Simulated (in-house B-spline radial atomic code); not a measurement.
Orbital energies and mean radii along the 40-electron series, configuration 1s2 2s2 2p6 3s2 3p6 3d10 4s2 4p6 4d3/2(4). The effective charge is n√(-2ε), a non-relativistic measure. Computed with an all-electron radial atomic-structure program (B-spline basis): Dirac-Hartree-Fock, jj configuration that fills j = l - 1/2 first, finite nuclei.

```csv
ion,Z,energy of 3d3/2 (Eh),mean radius of 3d3/2 (bohr),energy of 3p1/2 (Eh),mean radius of 3p1/2 (bohr),energy of 4s1/2 (Eh),mean radius of 4s1/2 (bohr),energy of 4p1/2 (Eh),mean radius of 4p1/2 (bohr),effective charge of 3d3/2
Re35+,75,-125.77,0.17388,-152.8,0.18506,-70.22,0.40405,-66.432,0.4022,47.58
Os36+,76,-131.28,0.17081,-159.41,0.18157,-73.546,0.39595,-69.658,0.39382,48.611
Ir37+,77,-136.9,0.16784,-166.19,0.17818,-76.957,0.38812,-72.967,0.38573,49.641
Pt38+,78,-142.65,0.16497,-173.14,0.17489,-80.452,0.38055,-76.36,0.37793,50.672
Au39+,79,-148.51,0.16219,-180.26,0.17169,-84.034,0.37323,-79.838,0.37039,51.703
Hg40+,80,-154.5,0.15949,-187.55,0.16857,-87.702,0.36614,-83.402,0.3631,52.735
Tl41+,81,?,?,?,?,?,?,?,?,?
Pb42+,82,?,?,?,?,?,?,?,?,?
Bi43+,83,-173.17,0.15187,-210.5,0.15969,-99.241,0.34616,-94.619,0.34261,55.831
```

Problem. Fill in the row of Tl41+.

Solution. energy of 3d3/2 (Eh): -160.6; mean radius of 3d3/2 (bohr): 0.15687; energy of 3p1/2 (Eh): -195.02; mean radius of 3p1/2 (bohr): 0.16553; energy of 4s1/2 (Eh): -91.459; mean radius of 4s1/2 (bohr): 0.35927; energy of 4p1/2 (Eh): -87.052; mean radius of 4p1/2 (bohr): 0.35605; effective charge of 3d3/2: 53.766.

Problem. Fill in the row of Pb42+.

Solution. energy of 3d3/2 (Eh): -166.83; mean radius of 3d3/2 (bohr): 0.15433; energy of 3p1/2 (Eh): -202.67; mean radius of 3p1/2 (bohr): 0.16258; energy of 4s1/2 (Eh): -95.305; mean radius of 4s1/2 (bohr): 0.35262; energy of 4p1/2 (Eh): -90.791; mean radius of 4p1/2 (bohr): 0.34922; effective charge of 3d3/2: 54.798.

Problem. How does the screening of 3d3/2 change?

Solution. Z less the effective charge goes from 27.42 at Z = 75 to 27.17 at Z = 83.
